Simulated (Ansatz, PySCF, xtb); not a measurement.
Noncovalent pair: H2 (SMILES [H][H]) (first 2 atoms) with CH2O2 (SMILES O=CO); geometry from B3LYP-D3(BJ)/def2-TZVP, rigid monomers moved along the line of their centres of mass till H2···H7 is 2.01 Å.
(charge 0, multiplicity 1):
| atom | x (Å) | y (Å) | z (Å) |
|---|---|---|---|
| H | 0.0150 | 0.4129 | -0.4402 |
| H | -0.0776 | -0.1963 | -0.0196 |
| O | -0.1441 | -1.1631 | 2.4930 |
| C | 0.0647 | -0.1567 | 3.1081 |
| O | 0.2608 | 1.0552 | 2.5657 |
| H | 0.1247 | -0.0872 | 4.2017 |
| H | 0.2020 | 0.9613 | 1.5995 |

Monomers are frozen at their geometry in the pair; levels with a basis set take the counterpoise correction. Rows marked so take none.

Rows in 3-21G, 6-31G* carry no dispersion term and start afresh at each structure (6-31G* with six Cartesian d functions).

Codes used: Ansatz (Gaussian basis) for Hartree–Fock, density functionals and correlated methods; PySCF for 3-21G rows, 6-31G* rows, the dispersion terms; xtb for the GFN methods. Values without a source in brackets are computed.

One of these levels gives -1.71 kcal/mol for the interaction energy. Which one is it?
A) B3LYP/3-21G (no counterpoise)
B) GFN2-xTB
C) r2SCAN-D3(BJ)/def2-TZVPPD
D) BP86/6-31G* (no counterpoise)

A, B3LYP/3-21G (no counterpoise). The others give -0.40 (GFN2-xTB), 0.02 (BP86/6-31G* (no counterpoise)), -0.79 (r2SCAN-D3(BJ)/def2-TZVPPD)

Ansatz is a quantum-chemistry and plane-wave program.
